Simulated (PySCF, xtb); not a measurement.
benzoquinone (C₆H₄O₂), SMILES C1=CC(=O)C=CC1=O.

Harmonic wavenumbers (cm⁻¹) from GFN2-xTB (xtb) at its own minimum, in rising order: 63, 193, 307, 404, 428, 442, 473, 602, 725, 750, 766, 806, 879, 909, 941, 949, 1070, 1156, 1173, 1257, 1309, 1309, 1635, 1664, 1687, 1695, 3071, 3071, 3084, 3085.

What does PySCF with PBE-D3(BJ)/def2-SVP give at its own minimum? (An estimate is asked for; the answer gives what the named calculation found.)

96, 228, 324, 403, 440, 444, 504, 589, 739, 742, 769, 791, 888, 912, 994, 1002, 1036, 1104, 1186, 1281, 1320, 1350, 1607, 1645, 1694, 1703, 3118, 3119, 3135, 3137. Paired by order, the mean absolute difference is 25 cm⁻¹ and the zero-point energies are 51.3 and 51.9 kcal/mol.
